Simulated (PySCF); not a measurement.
A calculated (r2SCAN, PySCF 2.14, x2c-QZVPPall with one added diffuse shell each of s, p, d, f type, the spin-free X2C one-electron Hamiltonian (Gaussian nucleus)) atom or ion has these occupied shells.

```
shell  electrons  orbital energy (eV)  rms radius, mean of both spins (bohr)
 1s α          1             -11760.6                                 0.0525
 1s β          1             -11760.5                                 0.0525
 2s α          1              -1519.7                                  0.220
 2s β          1              -1519.7                                  0.220
 2p α          3              -1333.3                                  0.196
 2p β          3              -1333.3                                  0.196
 3s α          1              -217.03                                  0.641
 3s β          1              -216.97                                  0.641
 3p α          3              -158.61                                  0.668
 3p β          3              -158.53                                  0.668
 3d α          5              -62.950                                  0.757
 3d β          5              -62.811                                  0.757
 4s α          1              -34.248                                   1.93
 4s β          1              -33.084                                   1.93
 4p α          1              -23.677                                   2.28
```

Task: Name the element and its charge.

Result: As²⁺ (arsenic, charge +2), in [Ar] 3d10 4s2 4p1, 2P determinant.
